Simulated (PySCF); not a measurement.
## C₆ coefficients of unlike pairs at UHF

Calculated with PySCF 2.14 from the dipole response of each species, C₆(A,B) = (3/π) ∫ α_A(iu) α_B(iu) du, in atomic units, from isotropic polarisabilities. For ions this is the dispersion term alone; charge-induced terms of lower order in 1/R come first.

| species | configuration | basis | relativity | α (bohr³) | C₆ (like pair) |
| --- | --- | --- | --- | --- | --- |
| O³⁺ | [He] 2s2 2p1 (2P) | def2-QZVPPD (8s5p4d2f1g) | none | 1.418 | 1.325 |
| Ar⁺ | [Ne] 3s2 3p5 (2P) | aug-cc-pV(T+d)Z (6s5p4d2f) | none | 6.804 | 30.63 |
| Pb | [Xe] 4f14 5d10 6s2 6p2 (3P) | aug-cc-pVTZ-PP with ECP60MDF (6s5p4d2f) | core potential | 62.88 | 735.1 |
| S | [Ne] 3s2 3p4 (3P) | dyall-av3z (19s12p3d2f) | spin-free X2C | 18.85 | 128.9 |

(1) Estimate C₆ for S with Pb.

No spin-orbit coupling is included, so Pb, close to jj coupling, stand for model states.

The other pairs:

```csv
pair,C₆
"S, Ar⁺",60.43
"S, O³⁺",12.40
"Ar⁺, O³⁺",6.346
"Pb, O³⁺",27.13
"Pb, Ar⁺",131.8
```

Results:

(1) The integral gives 297.3. The combination rule 2 C_A C_B / (C_A α_B/α_A + C_B α_A/α_B) gives 291.4 and the geometric mean 307.9.
